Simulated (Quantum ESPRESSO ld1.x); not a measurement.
Values are calculated unless marked as measured or tabulated.
Question: W, configuration [Xe] 4f14 5d4 6s2. Code: ld1.x of Quantum ESPRESSO 7.5. Model: Dirac Kohn-Sham, relativistic LDA (MacDonald-Vosko exchange, VWN5 correlation), spin-unpolarised, spherical densities, point nucleus; open shells fill j = l - 1/2 first. Some entries of the table are withheld. Estimate them.

orbital  occ.  eigenvalue (hartree)  <r^2> (bohr^2)
1s1/2       2              -2532.68       0.0004669
2s1/2       2              -437.366        0.007113
2p1/2       2              -418.587        0.005076
2p3/2       4              -369.503        0.006273
3s1/2       2              -100.743         0.04644
3p1/2       2              -92.3179         0.04257
3p3/2       4              -81.6942         0.04914
3d3/2       4              -67.4276         0.03803
3d5/2       6              -65.1042         0.03984
4s1/2       2              -20.7337          0.2297
4p1/2       2              -17.2303          0.2366
4p3/2       4              -14.7586          0.2722
4d3/2       4              -8.97979          0.2963
4d5/2       6              -8.52208          0.3098
5s1/2       2              -2.87444           1.289
5p1/2       2              -1.83250           1.581
5p3/2       4              -1.47261           1.880
4f5/2       6                   (1)             (2)
4f7/2       8                   (3)             (4)
6s1/2       2              -0.21202           11.60
5d3/2       4              -0.17933           5.073
5d5/2       0              -0.15296           5.626
6p1/2       0              -0.06560             (5)
6p3/2       0              -0.04750             (6)

Answer: 
(1) 4f5/2 eigenvalue (hartree): -1.26068
(2) 4f5/2 <r^2> (bohr^2): 0.4565
(3) 4f7/2 eigenvalue (hartree): -1.17834
(4) 4f7/2 <r^2> (bohr^2): 0.4722
(5) 6p1/2 <r^2> (bohr^2): 22.61
(6) 6p3/2 <r^2> (bohr^2): 28.36
